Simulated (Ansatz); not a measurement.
Cyclic bis(sulfonyl)imide, `O=S1(=O)[N-]S(=O)(=O)C(F)(F)C(F)(F)C1(F)F` was relaxed with r2SCAN-D4 (def2-SVP) in Ansatz in these states: charge -1 singlet, neutral doublet. The geometries follow in no particular order.

A:

Cartesian coordinates in Å:
```
O 0.326 -1.005 2.936
S -0.191 -0.162 1.857
O -1.502 0.479 2.003
N 1.018 0.766 1.315
S 0.784 1.702 0.016
O 2.063 2.316 -0.344
O -0.439 2.511 -0.004
C 0.489 0.401 -1.310
F 0.132 1.006 -2.464
F 1.635 -0.276 -1.525
C -0.613 -0.613 -0.945
F -1.802 0.015 -0.939
F -0.647 -1.562 -1.924
C -0.418 -1.334 0.404
F -1.500 -2.114 0.619
F 0.665 -2.130 0.307
```

B:

```csv
atom,x (Å),y (Å),z (Å)
O1,-1.182,1.579,2.331
S2,-0.742,0.325,1.746
O3,-0.591,-0.911,2.504
N4,-1.800,-0.022,0.512
S5,-1.519,-0.590,-1.025
O6,-2.372,0.178,-1.914
O7,-1.553,-2.043,-0.928
C8,0.259,-0.111,-1.454
F9,0.649,-0.936,-2.425
F10,0.246,1.146,-1.896
C11,1.232,-0.248,-0.264
F12,1.194,-1.520,0.167
F13,2.467,0.042,-0.705
C14,0.928,0.677,0.935
F15,1.854,0.482,1.873
F16,0.930,1.951,0.544
```

Question: Judge from the bond lengths which geometry belongs to which state (an estimate).

Answer: A is the charge -1 singlet (N4–S5 1.618 Å, S2–N4 1.618 Å, C11–F13 1.364 Å); B is the neutral doublet (N4–S5 1.662 Å, S2–N4 1.662 Å, C11–F13 1.343 Å).
